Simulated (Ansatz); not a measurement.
Consider the hydrogen abstraction from a B–H bond: `CBCC` + `[OH]`• → `C[B]CC`• + H₂O.

Isolated molecules relaxed with PBE0-D4/def2-TZVP in Ansatz; ΔE leaves out vibrations. CCSD(T)/CBS is the MP2 limit (def2-TZVPP, def2-QZVPP) plus CCSD(T) − MP2 in def2-TZVPP, frozen cores. This one scheme is used for every species. Functionals use def2-TZVPP. Open shells (•) are unrestricted, without spin–orbit coupling. Each species was taken in one conformer, which may not be the lowest.

CCSD(T)/CBS gives -16.8 kcal/mol.

**Question.** Another level gave -17.1 kcal/mol. Which?
A. r2SCAN/def2-TZVPP
B. PBE/def2-TZVPP
C. PBE-QIDH/def2-TZVPP
D. HF/def2-TZVPP

**Answer.** A. r2SCAN -17.1, HF/def2-TZVPP -0.5, PBE-QIDH -15.7, PBE -20.1 kcal/mol.

Largest T1 diagnostic among the species: 0.011.

From r2SCAN to r2SCAN0 (25 % exact exchange), in def2-TZVPP and without D4, ΔE moves by +2.6 kcal/mol. At CCSD(T), def2-SVP lies +6.2 kcal/mol from the extrapolated value and def2-TZVPP +2.3 kcal/mol.
